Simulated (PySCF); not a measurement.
AlH3, SMILES [AlH3+] (connectivity only; charge and spin as stated), charge +1, multiplicity 2.

Geometry optimised at ωB97X-D3(BJ)/def2-TZVPD.

These are C-PCM-M06-2X/def2-TZVPD (PySCF) values and carry that method's errors.

The values are the electrostatic part of the solvation free energy, E(continuum) − E(gas) at the gas-phase geometry, in a cavity of scaled van der Waals radii (PySCF's table); cavitation and dispersion terms are not included. A continuum can't describe solvent molecules that bind to the metal.

### Question
Estimate the values in water (ε = 78.36), ethylethanoate (ε = 5.99), 1-octanol (ε = 9.86). (Estimate from the structure and the level; the computed values follow.)

### Answer

```tsv
solvent	ε	ΔG(elec) (kcal/mol)
water	78.36	-74.8
ethylethanoate	5.99	-63.0
1-octanol	9.86	-68.0
```
